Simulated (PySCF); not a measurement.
Polarisability and C₆ of Mn²⁺ (manganese, charge +2)

[Ar] 3d5, high-spin 6S determinant. Computed with PySCF 2.14 in aug-cc-pVQZ (9s8p6d4f3g2h, 140 functions), with no relativity, point nucleus. Coupled (time-dependent) response in atomic units; α is the mean over directions.

```
method  mean α (bohr³)  C₆ (like pair)  S(−4)
M06-2X           3.546           10.39  6.391
```

S(−4) is the Cauchy moment in α(ω) = α(0) + S(−4) ω² + …

α(iu) at M06-2X:

```
u (hartree)  α(iu) (bohr³)
          0          3.546
     0.0500          3.530
      0.100          3.484
      0.200          3.320
      0.300          3.102
      0.500          2.652
      0.750          2.190
       1.00          1.840
       1.50          1.352
       2.00          1.030
       3.00         0.6492
       5.00         0.3236
```

A single London oscillator, α(iu) = α/(1 + u²/ω²), gives C₆ = (3/4) ω α². Matching the computed C₆ needs ω = 4 × 10.39 / (3 × 3.546²) = 1.10 hartree.

For an ion, C₆ is the dispersion term alone; charge-induced terms of lower order in 1/R come first.
